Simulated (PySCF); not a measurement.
Orbital picture of InH

LC-ωPBE at R = 1.864 Å; basis In def2-SVP with ECP28, H def2-SVP; scalar-relativistic core potentials; PySCF 2.14. State: ¹Σ⁺ (singlet), closed shell. Only the outer orbitals are listed, counted within each symmetry, core potentials removing the inner ones.

```json
{"orbital": "1δ", "occ.": "2", "ε (eV)": "-23.68", "on In (%)": "100", "main shells (%)": "100 In d"}
{"orbital": "1δ", "occ.": "2", "ε (eV)": "-23.68", "on In (%)": "100", "main shells (%)": "100 In d"}
{"orbital": "3σ", "occ.": "2", "ε (eV)": "-23.37", "on In (%)": "99", "main shells (%)": "99 In d"}
{"orbital": "2π", "occ.": "2", "ε (eV)": "-23.36", "on In (%)": "100", "main shells (%)": "100 In d"}
{"orbital": "2π", "occ.": "2", "ε (eV)": "-23.36", "on In (%)": "100", "main shells (%)": "100 In d"}
{"orbital": "4σ", "occ.": "2", "ε (eV)": "-13.02", "on In (%)": "72", "main shells (%)": "68 In s, 28 H s"}
{"orbital": "5σ", "occ.": "2", "ε (eV)": "-8.00", "on In (%)": "68", "main shells (%)": "40 In p, 32 H s, 26 In s"}
{"orbital": "3π", "occ.": "0", "ε (eV)": "0.18", "on In (%)": "100", "main shells (%)": "100 In p"}
{"orbital": "3π", "occ.": "0", "ε (eV)": "0.18", "on In (%)": "100", "main shells (%)": "100 In p"}
{"orbital": "6σ", "occ.": "0", "ε (eV)": "3.46", "on In (%)": "83", "main shells (%)": "77 In p, 17 H s"}
```

Question: Which are the highest filled and the lowest empty level, where do they sit, and how wide is the gap?

Answer: Highest filled 5σ at -8.00 eV (in %: 40 In p, 32 H s, 26 In s); lowest empty 3π at 0.18 eV (in %: 100 In p); the gap at LC-ωPBE is 8.18 eV. An empty level above zero is unbound, and its energy depends on the basis.

```json
{"bond order (Mayer)": "0.93", "⟨S²⟩": "0.000", "charge on In (Mulliken, basis-dependent)": "0.22", "charge on In (Löwdin, basis-dependent)": "0.18", "dipole moment (positive dipole means In(−)H(+))": "-0.54 D"}
```

Spin–orbit coupling is left out.
